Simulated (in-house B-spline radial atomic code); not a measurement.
**How G0W0 and RPA depend on the start: Ga+**

Configuration [Ar] 3d10 4s2. Computed with a B-spline radial code for spherical atoms: all electrons, scalar-relativistic (spin-free one-electron X2C), finite nucleus, each spin shell either full or empty, empty states to l = 9 with an (l + 1/2)⁻⁴ tail; G0W0 by contour deformation at full frequency.

| start | mean-field 4s (eV) | G0W0 (eV) | QP weight | RPA correlation (Eh) |
| --- | --- | --- | --- | --- |
| Hartree-Fock | -19.034 | -20.455 | 0.961 | -2.0665 |
| LDA VWN5 | -16.648 | -20.871 | 0.917 | -2.3168 |
| PBE | -16.326 | -20.827 | 0.913 | -2.311 |
| PBE0 | -17.216 | -20.738 | 0.933 | -2.2402 |
| r2SCAN | -16.607 | -20.827 | 0.931 | -2.27 |
| HSE06 | -16.916 | ? | ? | ? |
| B3LYP (VWN-RPA) | -17.231 | -20.782 | 0.930 | -2.2564 |
| SCAN | -16.706 | -20.829 | 0.932 | -2.2706 |
| TPSS | -16.283 | ? | ? | ? |
| BHandHLYP | -18.127 | -20.653 | 0.946 | -2.1787 |
| CAM-B3LYP | -18.753 | -20.767 | 0.948 | -2.2245 |
| LC-wPBE | -19.956 | -20.764 | 0.958 | -2.2211 |
| wB97X | -19.745 | -20.749 | 0.957 | -2.2083 |
| PBEsol | -16.356 | -20.840 | 0.914 | -2.3131 |
| BLYP | -16.362 | -20.846 | 0.912 | -2.3138 |
| r2SCAN0 | -17.448 | -20.723 | 0.941 | -2.2137 |
| LDA exchange-only | -15.439 | -20.859 | 0.904 | -2.3177 |

(1) What G0W0 level, weight and RPA correlation energy follow from the TPSS start?

(2) What G0W0 level, weight and RPA correlation energy follow from the HSE06 start?

(3) How much of the dependence on the start does G0W0 remove?

## Answers

(1) G0W0 level -20.821 eV, weight 0.914, RPA correlation -2.2998 hartree.

(2) G0W0 level -20.753 eV, weight 0.927, RPA correlation -2.2484 hartree.

(3) The mean-field levels span 4.52 eV and the G0W0 levels 0.416 eV. Against 20.515 eV (NIST, measured) the G0W0 removal energies are off by -0.06 to +0.36 eV, with spin-orbit coupling, Breit and QED terms left out.
